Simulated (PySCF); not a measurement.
Computed IR spectrum (relative IR intensity) of a molecule C4H4BNO. Geometry optimised at PBE-D3(BJ)/def2-SVP. Other conformers were not sampled. Calculation: PySCF 2.14.0 with PBE-D3(BJ)/def2-SVP. No scaling factor is applied to the harmonic values.

```json
[
 {"ν (cm⁻¹)": "337", "relative intensity": "2.1"},
 {"ν (cm⁻¹)": "571", "relative intensity": "27"},
 {"ν (cm⁻¹)": "612", "relative intensity": "3.3"},
 {"ν (cm⁻¹)": "807", "relative intensity": "21"},
 {"ν (cm⁻¹)": "824", "relative intensity": "11"},
 {"ν (cm⁻¹)": "937", "relative intensity": "8.7"},
 {"ν (cm⁻¹)": "1066", "relative intensity": "24"},
 {"ν (cm⁻¹)": "1118", "relative intensity": "8.8"},
 {"ν (cm⁻¹)": "1226", "relative intensity": "3.8"},
 {"ν (cm⁻¹)": "1361", "relative intensity": "4.8"},
 {"ν (cm⁻¹)": "1467", "relative intensity": "100"},
 {"ν (cm⁻¹)": "1589", "relative intensity": "8.5"},
 {"ν (cm⁻¹)": "2263", "relative intensity": "7.1"},
 {"ν (cm⁻¹)": "2973", "relative intensity": "4.0"},
 {"ν (cm⁻¹)": "3069", "relative intensity": "3.6"},
 {"ν (cm⁻¹)": "3729", "relative intensity": "26"}
]
```

Question: Which structure fits?
A. C#CC1=NCB1O
B. C#CB1C=NCO1
C. N#CC1=CB(O)C1
D. N#CC1=CCB1O

Answer: D, N#CC1=CCB1O
